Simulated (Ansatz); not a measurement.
Total energies of C₃H₉BrClHfN (`C[N](C)[Hf]([CH3])([Cl])[Br]`).

Cartesian coordinates in Å:
```
C 0.838 -0.861 -1.182
N 0.404 -0.703 0.191
C 1.343 -1.233 1.151
Hf -1.357 0.191 0.458
C -1.031 2.204 -0.375
Cl -1.827 0.422 2.751
Br -3.107 -0.899 -0.994
H 1.781 -0.330 -1.367
H 0.980 -1.919 -1.437
H 0.094 -0.460 -1.880
H 0.977 -1.090 2.169
H 2.318 -0.734 1.068
H 1.505 -2.308 0.996
H -0.641 2.182 -1.398
H -1.966 2.777 -0.390
H -0.311 2.760 0.239
```

Total charge 0; spin multiplicity 1. Correlated methods include outer-core shells of Br, Hf, which these sets cover unevenly. Scalar relativity is left out up to krypton. Hf: def2 effective core potential. The geometry is a stationary point of PBE0-D4/def2-TZVP. It is one conformer, not always the lowest. Basis def2-TZVPP, the Gaussian-basis code of Ansatz.

RPA on PBE orbitals: Hartree–Fock energy of these orbitals -3252.88114 Eh, correlation -2.43332 Eh (frozen core).

```csv
functional,energy without D4 (Eh),D4 term (kJ/mol)
LDA (SPW92),-3250.40060,–
PBE,-3256.35152,-41.0
revPBE,-3256.83087,-104.6
BLYP,-3257.05175,-84.2
B97M-V,-3256.57292,–
PBE0,-3256.47161,-36.0
B3LYP,-3257.21560,-65.2
r2SCANh,-3256.99606,-12.3
r2SCAN0,-3256.95732,-13.5
HSE06 (plane-wave form),-3256.45676,-34.2
LC-ωPBE,-3256.57494,–
ωB97X-V,-3256.77001,–
ωB97M-V,-3256.80765,–
PBE-QIDH,-3255.98189,–
```

(1) Give the same for r2SCAN, BHLYP, CAM-B3LYP, B2PLYP. (Best estimate.)

B3LYP takes the VWN-RPA correlation (the form of Gaussian; ORCA's B3LYP/G). HSE06 is the plane-wave form, built on full-range PBE exchange. The double hybrids freeze the cores in their second-order part.

## Answers

(1) Computed: 
| functional | energy without D4 (Eh) | D4 term (kJ/mol) |
| --- | --- | --- |
| r2SCAN | -3257.02330 | -11.3 |
| BHLYP | -3256.92380 | -56.3 |
| CAM-B3LYP | -3257.14567 | -37.6 |
| B2PLYP | -3256.37347 | – |

LC-ωPBE has ω = 0.4 bohr⁻¹.
